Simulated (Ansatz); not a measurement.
MnF₂. The state is a sextet with charge 0. Geometry PBE0-D4/def2-TZVP.

| atom | x (Å) | y (Å) | z (Å) |
| --- | --- | --- | --- |
| Mn1 | 0.000 | 0.001 | 0.004 |
| F2 | 1.786 | -0.010 | 0.134 |
| F3 | -1.785 | 0.009 | -0.138 |

Estimate the α-spin orbital energies around the gap (eV) in Ansatz with PBE-D4/def2-SVP, PBE-D4/def2-TZVP, PBE-D4/def2-TZVPD, r2SCAN-D4/def2-TZVP, r2SCAN0-D4/def2-TZVP.


```tsv
orbital	PBE-D4/def2-SVP	PBE-D4/def2-TZVP	PBE-D4/def2-TZVPD	r2SCAN-D4/def2-TZVP	r2SCAN0-D4/def2-TZVP
HOMO−9	-9.46	-10.19	-10.27	-10.73	-13.00
HOMO−8	-9.46	-10.19	-10.27	-10.73	-13.00
HOMO−7	-8.50	-9.34	-9.46	-9.63	-11.84
HOMO−6	-8.31	-9.08	-9.19	-9.43	-11.84
HOMO−5	-8.31	-9.08	-9.19	-9.43	-11.25
HOMO−4	-8.04	-8.60	-8.65	-9.33	-11.20
HOMO−3	-8.04	-8.60	-8.65	-9.33	-11.20
HOMO−2	-6.40	-6.95	-7.01	-7.41	-9.48
HOMO−1	-6.16	-6.80	-6.88	-7.37	-9.48
HOMO	-6.16	-6.80	-6.88	-7.37	-9.10
LUMO	-1.36	-1.77	-1.86	-1.57	-0.86
LUMO+1	0.43	0.07	-1.05	0.21	1.08
LUMO+2	0.43	0.07	-1.05	0.21	1.08
LUMO+3	2.48	2.90	0.49	3.53	4.15
LUMO+4	5.41	3.54	1.71	4.27	4.65
LUMO+5	20.95	3.54	2.52	4.27	4.65
β HOMO	-8.02	-8.81	-8.93	-9.14	-10.84
β LUMO	-3.61	-4.27	-4.31	-3.39	-2.14
```
